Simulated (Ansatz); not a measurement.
One change: `O[Si](O)(Br)Br` becomes `O[SiH](O)Br`.

Ansatz, PBE0-D4/def2-TZVP geometries, multiplicity 1. Each molecule was computed in one conformer, which needn't be the lowest.

Scalar relativity is left out up to krypton.

| property | `O[Si](O)(Br)Br` |
| --- | --- |
| HOMO energy (PBE0/def2-TZVPP) / eV | -8.44 |
| HOMO energy (B3LYP/def2-TZVPP) / eV | -8.16 |
| LUMO energy (PBE/def2-TZVPP) / eV | -1.15 |
| ideal-gas entropy at 298 K and 1 bar (rigid rotor, harmonic PBE0-D4/def2-TZVP) / J/(mol·K) | 374 |
| size of the dipole moment (PBE/def2-TZVPP) / D | 1.86 |
| HOMO–LUMO gap (PBE/def2-TZVPP) / eV | 5.98 |

**Question.** Give the same properties after the change, and the shifts. (Estimate.)

**Answer.** Computed: 
```tsv
property	`O[SiH](O)Br`	shift
HOMO energy (PBE0/def2-TZVPP) / eV	-8.61	-0.17
HOMO energy (B3LYP/def2-TZVPP) / eV	-8.33	-0.17
LUMO energy (PBE/def2-TZVPP) / eV	-0.35	0.80
ideal-gas entropy at 298 K and 1 bar (rigid rotor, harmonic PBE0-D4/def2-TZVP) / J/(mol·K)	330	-44
size of the dipole moment (PBE/def2-TZVPP) / D	1.37	-0.49
HOMO–LUMO gap (PBE/def2-TZVPP) / eV	6.92	0.94
```

With PBE0 the HOMO falls by 0.17 eV and the LUMO rises by 0.77 eV, so the gap widens by about 0.94 eV. PBE moves the HOMO by -0.14 eV and ωB97M-V by -0.22 eV. Dipoles are sizes alone; their direction can turn.

B3LYP here is the variant with VWN-RPA as its local correlation; programs differ in this.

Spin–orbit coupling is left out; it splits and shifts lone-pair levels of the heavy atoms by tenths of an eV.
